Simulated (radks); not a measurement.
Values are calculated unless marked as measured or tabulated.
Species: Ho II. Configuration: [Xe] 4f11 5f1 (not the ground configuration).

Code: a radial shooting solver on a logarithmic mesh with Libxc functionals. Model: non-relativistic Kohn-Sham, PBEsol, spin-polarised, spherical densities, point nucleus; open shells are filled with parallel spins first (spin-orbit coupling, left out, can overturn this in heavy ions); relativity is left out, which matters for an element this heavy.

Energy parts (hartree):
part                       energy
total                 -12064.6315
kinetic                12060.8324
electron-nucleus      -28664.6787
Hartree                 4794.4363
exchange-correlation    -255.2215

Orbitals (lengths in bohr, moments of r in powers of bohr):
orbital  occ.  eigenvalue (hartree)      <r^4>
1s up       1             -1903.303  1.183e-06
1s down     1             -1903.303  1.183e-06
2s up       1             -306.2125  0.0001975
2s down     1             -306.2102  0.0001975
2p up       3             -292.0940  0.0001253
2p down     3             -292.0926  0.0001253
3s up       1             -68.20495   0.007205
3s down     1             -68.14783   0.007194
3p up       3             -61.83139   0.006539
3p down     3             -61.77942   0.006526
3d up       5             -49.94313   0.004626
3d down     5             -49.90560   0.004614
4s up       1             -13.41816     0.1769
4s down     1             -13.32075     0.1772
4p up       3             -10.87831     0.2012
4p down     3             -10.78139     0.2017
4d up       5              -6.31916     0.2813
4d down     5              -6.22324     0.2833
4f up       7              -0.67409      2.033
4f down     4              -0.58879      2.457
5s up       1              -1.96767      6.742
5s down     1              -1.92902      6.955
5p up       3              -1.29727      11.65
5p down     3              -1.26738      12.14
5d up       0              -0.38804      92.36
5d down     0              -0.37766      96.69
5f up       1              -0.09496       9509
6s up       0              -0.37860      385.3
6s down     0              -0.37669      343.8
6p up       0              -0.26291       1008
6p down     0              -0.25658      649.9

The highest occupied level is 5f up at -2.584 eV. The configuration is held as typed, so some empty levels lie below it. The density falls to 0.001 e/bohr^3 at r = 3.42 bohr. Virial ratio -V/T = 2.00031. Spin moment in Bohr magnetons: 4.
